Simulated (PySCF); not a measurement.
## Two-component Hartree-Fock for Ru¹⁸⁺ (ruthenium, charge +18)

Start: [Ar] 3d8; 3d3/2 filled at m_j = -3/2, -1/2, +1/2, +3/2; 3d5/2 filled at m_j = -1/2, +1/2, +3/2, +5/2. Calculated with PySCF 2.14 in an uncontracted even-tempered set (17 s from 1.9 bohr⁻², ratio 2.8; 12 p from 2.4 bohr⁻², ratio 2.8; 8 d from 2.4 bohr⁻², ratio 2.8; 4 f from 11 bohr⁻², ratio 3): generalised Hartree-Fock with the X2C-1e Hamiltonian and a Gaussian nucleus; one run each with spin-orbit coupling (SO) switched off, then screened by Boettger's factors.

```tsv
spinor shell	electrons	ε, spin-free (eV)	ε, screened SO (eV)	weight of nominal j (screened SO)	rms radius, screened SO (bohr)
1s1/2	2	-22772.2	-22770.8	1.000	0.0384
2s1/2	2	-3802.5	-3801.9	1.000	0.157
2p1/2	2	-3455.6	-3548.0	1.000	0.137
3s1/2	2	-1089.3	-1089.1	1.000	0.418
3p1/2	2	-971.17	-991.90	0.982	0.411
3p3/2	4	-971.17	-961.28	0.991	0.420
3d3/2	4	-793.96	-797.36	0.840	0.390
3d5/2	4	-793.96	-791.03	0.863	0.392
```

Task: Where does 2p3/2 lie, and what is the 2p spin-orbit splitting (screened SO)?

Result: At -3412.1 eV, 135.87 eV above 2p1/2.

```
   quantity    spin-free  screened SO
E (hartree)  -4381.89594  -4382.64593
        M_J            4            4
       ⟨J²⟩       20.001       20.001
       ⟨L²⟩       12.001       12.200
       ⟨S²⟩        2.000        1.959
```

Each row is a mean over spinors that exchange with the open shell spreads, by up to 22.373 eV (3p3/2).

Rows whose weight is well below 1 are mixtures of j = l ± 1/2: exchange outweighs spin-orbit coupling there, and the label is only the starting occupation.

Breit and QED terms are absent; they matter most for the inner s and p1/2 levels.

Densities and radii are taken from the X2C orbitals without a picture-change correction, which distorts them close to the nucleus.

Without spin-orbit coupling the j labels of p, d and f shells carry no meaning; the spin-free column gives the mean over the occupied spinors of each nl shell.
